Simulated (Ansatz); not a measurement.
Wavefunction ladder for GaH$_{3}$S$_{2}$, SMILES `[SH][GaH][SH]`

```xyz
6

S    -1.361   -1.347   -0.135
Ga   -0.335    0.539   -0.604
S     1.525    1.082    0.433
H    -0.472   -1.743    0.791
H    -0.928    1.494   -1.676
H     1.570   -0.024    1.192
```

The species carries charge 0 and has multiplicity 1. Correlated methods include outer-core shells of Ga, which these sets cover unevenly. Scalar relativity is left out up to krypton. All single points use the PBE0-D4/def2-TZVP geometry. It is one conformer, not always the lowest. Frozen core, restricted reference, the Gaussian-basis code of Ansatz.

| basis | HF (Eh) | MP2 corr. |
| --- | --- | --- |
| def2-SVP | -2719.63426 | -0.47557 |
| def2-TZVPP | -2720.16091 | -0.58200 |
| def2-QZVPP | -2720.22345 | -0.86158 |

Q: Estimate the CCSD correlation energy and the (T) correction in each basis where they were run (hartree).

A: 
| basis | CCSD corr. | (T) |
| --- | --- | --- |
| def2-SVP | -0.50388 | -0.01607 |
| def2-TZVPP | -0.61710 | -0.02813 |
| def2-QZVPP | -0.87223 | -0.03547 |
